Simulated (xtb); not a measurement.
C6H15Al, singlet, from a rough starting geometry (GFN-xTB shapes and energies of metal compounds can be far from the true ones); xtb with GFN2-xTB.

xtb was given this input:
```
$ xtb mol.xyz --gfn 2 --opt vtight --json

# file mol.xyz
22

Al     0.05439097     0.09999716     0.38160398
C      1.56243422     0.66798018    -0.76295431
C      1.38640777     0.75242971    -2.27810263
H      2.36733282    -0.08673571    -0.58959575
H      2.04057255     1.59958733    -0.39897132
H      0.63198626     1.58512824    -2.54754164
H      0.91452347    -0.16469044    -2.67604868
H      2.24530339     1.02183734    -2.81687028
C     -1.83562333    -0.18464041    -0.27864340
C     -2.32930136     0.70802437    -1.40809884
H     -2.55252053    -0.13961766     0.56023167
H     -1.95153452    -1.29432235    -0.64100728
H     -1.72003300     0.57646136    -2.33688513
H     -2.27897771     1.74005517    -1.15036993
H     -3.36619395     0.46265276    -1.63532996
C      0.39532652    -0.18061426     2.34658908
C      0.85026572    -1.60180834     2.61159273
H     -0.48339981    -0.00782014     3.01112722
H      1.19616856     0.47783945     2.69479231
H      1.75136120    -1.94504850     2.10308680
H      0.14136107    -2.36188549     2.39551101
H      1.02134048    -1.74560768     3.67525312
```

Predict the main parts of the log of this xtb run.


```
   ID    Z sym.   atoms
    1   13 Al     1
    2    6 C      2, 3, 9, 10, 16, 17
    3    1 H      4-8, 11-15, 18-22

           -------------------------------------------------
          |                Calculation Setup                |
           -------------------------------------------------

           -------------------------------------------------
          |                 G F N 2 - x T B                 |
           -------------------------------------------------

          ...................................................
          :                      SETUP                      :
          :.................................................:
          :  # basis functions                  49          :
          :  # atomic orbitals                  48          :
          :  # shells                           30          :
          :  # electrons                        42          :
          :  max. iterations                   250          :
          :  Hamiltonian                  GFN2-xTB          :
          :  restarted?                      false          :
          :  GBSA solvation                  false          :
          :  PC potential                    false          :
          :  electronic temp.          300.0000000     K    :
          :  accuracy                    1.0000000          :
          :  -> integral cutoff          0.2500000E+02      :
          :  -> integral neglect         0.1000000E-07      :
          :  -> SCF convergence          0.1000000E-05 Eh   :
          :  -> wf. convergence          0.1000000E-03 e    :
          :  Broyden damping             0.4000000          :
          :  net charge                          0          :
          :  unpaired electrons                  0          :
          ...................................................

 iter      E             dE          RMSdq      gap      omega  full diag
   1    -21.7331674 -0.217332E+02  0.104E+01    4.15       0.0  T
   2    -21.7872626 -0.540952E-01  0.624E+00    4.09       1.0  T
   3    -21.7860751  0.118753E-02  0.104E+00    3.79       1.0  T
   4    -21.7918824 -0.580737E-02  0.681E-01    4.11       1.0  T
   5    -21.7936860 -0.180357E-02  0.269E-01    4.06       1.0  T
   6    -21.7937280 -0.419488E-04  0.231E-01    4.04       1.0  T
   7    -21.7937696 -0.416135E-04  0.479E-02    4.06       1.0  T
   8    -21.7937717 -0.208794E-05  0.224E-02    4.06       1.0  T
   9    -21.7937717 -0.640816E-08  0.911E-03    4.07       2.3  T
  10    -21.7937721 -0.401721E-06  0.737E-03    4.07       2.9  T
  11    -21.7937720  0.266797E-07  0.260E-03    4.06       8.2  T
  12    -21.7937721 -0.959529E-07  0.107E-03    4.07      20.0  T
  13    -21.7937721 -0.657767E-08  0.404E-04    4.07      52.7  T
  14    -21.7937721 -0.130004E-09  0.136E-04    4.07     156.8  T

   *** convergence criteria satisfied after 14 iterations ***

         :::::::::::::::::::::::::::::::::::::::::::::::::::::
         ::                     SUMMARY                     ::
         :::::::::::::::::::::::::::::::::::::::::::::::::::::
         :: total energy             -21.486590327826 Eh    ::
         :: gradient norm              0.105150270582 Eh/a0 ::
         :: HOMO-LUMO gap              4.065097928721 eV    ::
         ::.................................................::
         :: SCC energy               -21.793671991821 Eh    ::
         :: -> isotropic ES            0.028527989144 Eh    ::
         :: -> anisotropic ES          0.007350148362 Eh    ::
         :: -> anisotropic XC          0.006821510539 Eh    ::
         :: -> dispersion             -0.011915113775 Eh    ::
         :: repulsion energy           0.307081663995 Eh    ::
         :: add. restraining           0.000000000000 Eh    ::
         :: total charge               0.000000000000 e     ::
         :::::::::::::::::::::::::::::::::::::::::::::::::::::

      -----------------------------------------------------------
[...]
 * total energy  :   -21.5006242 Eh     change       -0.5348531E-06 Eh
 * total energy  :   -21.5006249 Eh     change       -0.6767456E-06 Eh
 * total energy  :   -21.5006257 Eh     change       -0.8354923E-06 Eh
 * total energy  :   -21.5006264 Eh     change       -0.6693904E-06 Eh
 * total energy  :   -21.5006270 Eh     change       -0.6253942E-06 Eh
 * total energy  :   -21.5006278 Eh     change       -0.8237093E-06 Eh
 * total energy  :   -21.5006288 Eh     change       -0.9639177E-06 Eh
 * total energy  :   -21.5006296 Eh     change       -0.8302605E-06 Eh
 * total energy  :   -21.5006300 Eh     change       -0.4002229E-06 Eh
 * total energy  :   -21.5006302 Eh     change       -0.2377459E-06 Eh
 * total energy  :   -21.5006306 Eh     change       -0.3875255E-06 Eh
 * total energy  :   -21.5006307 Eh     change       -0.9112009E-07 Eh
   *** GEOMETRY OPTIMIZATION CONVERGED AFTER 185 ITERATIONS ***
         :: total energy             -21.500630718327 Eh    ::
[...]
     4   1 H        0.923     0.035     2.512     2.478
     5   1 H        0.923     0.044     2.399     2.422
     6   1 H        0.925     0.023     2.686     2.563
     7   1 H        0.925     0.036     2.497     2.471
     8   1 H        0.924     0.024     2.669     2.555
     9   6 C        3.653    -0.160    23.959     7.029
    10   6 C        3.760    -0.091    22.294     6.731
    11   1 H        0.923     0.040     2.452     2.449
    12   1 H        0.923     0.040     2.444     2.445
    13   1 H        0.925     0.033     2.551     2.498
    14   1 H        0.925     0.033     2.543     2.494
    15   1 H        0.924     0.025     2.661     2.551
    16   6 C        3.654    -0.168    24.114     7.051
    17   6 C        3.768    -0.092    22.301     6.730
    18   1 H        0.923     0.032     2.554     2.499
    19   1 H        0.923     0.035     2.512     2.479
    20   1 H        0.925     0.026     2.643     2.543
    21   1 H        0.925     0.036     2.498     2.472
    22   1 H        0.924     0.025     2.656     2.548

 Mol. C6AA /au·bohr⁶  :       3859.278160
 Mol. C8AA /au·bohr⁸  :     109203.810659
 Mol. α(0) /au        :         98.950321

Wiberg/Mayer (AO) data.
largest (>0.10) Wiberg bond orders for each atom

 ---------------------------------------------------------------------------
     #   Z sym  total        # sym  WBO       # sym  WBO       # sym  WBO
 ---------------------------------------------------------------------------
     1  13 Al   3.532 --     9 C    0.973     2 C    0.970    16 C    0.954
     2   6 C    3.916 --     3 C    0.994     1 Al   0.970     4 H    0.924
                             5 H    0.914
     3   6 C    3.996 --     2 C    0.994     8 H    0.985     6 H    0.983
                             7 H    0.981
     4   1 H    0.999 --     2 C    0.924
     5   1 H    0.998 --     2 C    0.914
     6   1 H    0.999 --     3 C    0.983
     7   1 H    0.998 --     3 C    0.981
     8   1 H    0.998 --     3 C    0.985
     9   6 C    3.921 --    10 C    0.994     1 Al   0.973    11 H    0.920
                            12 H    0.919
    10   6 C    3.996 --     9 C    0.994    15 H    0.985    14 H    0.981
                            13 H    0.979
    11   1 H    0.998 --     9 C    0.920
    12   1 H    0.998 --     9 C    0.919
    13   1 H    0.999 --    10 C    0.979
    14   1 H    0.999 --    10 C    0.981
    15   1 H    0.998 --    10 C    0.985
    16   6 C    3.912 --    17 C    0.995     1 Al   0.954    18 H    0.927
                            19 H    0.923
    17   6 C    3.996 --    16 C    0.995    22 H    0.984    20 H    0.982
                            21 H    0.977
    18   1 H    0.998 --    16 C    0.927
    19   1 H    0.997 --    16 C    0.923
    20   1 H    0.999 --    17 C    0.982
    21   1 H    0.998 --    17 C    0.977
    22   1 H    0.998 --    17 C    0.984
 ---------------------------------------------------------------------------

Topologies differ in total number of bonds
Writing topology from bond orders to xtbtopo.mol

molecular dipole:
                 x           y           z       tot (Debye)
 q only:       -0.044       0.001      -0.043
   full:       -0.034      -0.013      -0.017       0.102
molecular quadrupole (traceless):
                xx          xy          yy          xz          yz          zz
 q only:       -0.293      -0.075       1.032      -0.154       0.799      -0.739
  q+dip:        1.773      -0.095      -1.272      -0.357       0.731      -0.501
   full:       -0.890      -0.097       2.396      -0.170       1.504      -1.506

optimized geometry written to: xtbopt.xyz

           -------------------------------------------------
          | TOTAL ENERGY              -21.500630718327 Eh   |
          | GRADIENT NORM               0.000065938740 Eh/α |
          | HOMO-LUMO GAP               4.077612951315 eV   |
           -------------------------------------------------

normal termination of xtb
```
